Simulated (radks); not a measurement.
Ru, 44 electrons, occupied as [Kr] 4d5 5s1 5p2 (not the ground configuration).

Method: Dirac Kohn-Sham, BLYP, spin-unpolarised, spherical densities, finite nucleus; open shells fill j = l - 1/2 first; Fermi nuclear charge, rms radius 4.4809 fm; computed with a radial shooting solver on a logarithmic mesh with Libxc functionals.

Energy parts (Ry):
total: -9063.09306
kinetic: 9431.75381
electron-nucleus: -21894.69757
Hartree: 3667.35089
exchange-correlation: -267.50019

Orbitals (lengths in bohr, moments of r in powers of bohr; r(max) is where P^2 peaks; r(90%) holds 90 % of the orbital's charge):
orbital  occ.  eigenvalue (Ry)     <r^2>   r(max)  r(90%)   <1/r>
1s1/2       2        -1612.485  0.001510  0.02171  0.0599   45.88
2s1/2       2        -232.4378   0.02495   0.1230   0.225   10.49
2p1/2       2        -214.8584   0.01876  0.09546   0.202   10.47
2p3/2       4        -205.2310   0.02011  0.09945   0.209   9.922
3s1/2       2        -41.51944    0.1857   0.3618   0.594   3.624
3p1/2       2        -34.70104    0.1823   0.3485   0.598   3.527
3p3/2       4        -33.06738    0.1921   0.3581   0.613   3.393
3d3/2       4        -20.99232    0.1750   0.2993   0.609   3.216
3d5/2       6        -20.67392    0.1780   0.3020   0.614   3.182
4s1/2       2         -6.29936     1.157   0.9118    1.47   1.362
4p1/2       2         -4.24922     1.365   0.9612    1.61   1.244
4p3/2       4         -3.99206     1.440   0.9854    1.66   1.205
4d3/2       4         -0.94567     2.708    1.171    2.37  0.8935
4d5/2       1         -0.91701     2.770    1.181    2.40  0.8832
5s1/2       1         -0.55972     9.766    2.479    4.34  0.4417
5p1/2       2         -0.22188     17.28    3.089    5.89  0.3338
5p3/2       0         -0.20486     18.52    3.193    6.11  0.3217

The highest occupied level is 5p1/2 at -3.019 eV. Summed over all electrons, <r^2> = 72.17 bohr^2, which gives a Langevin (diamagnetic) susceptibility term of -57.2 x 10^-6 cm^3/mol.
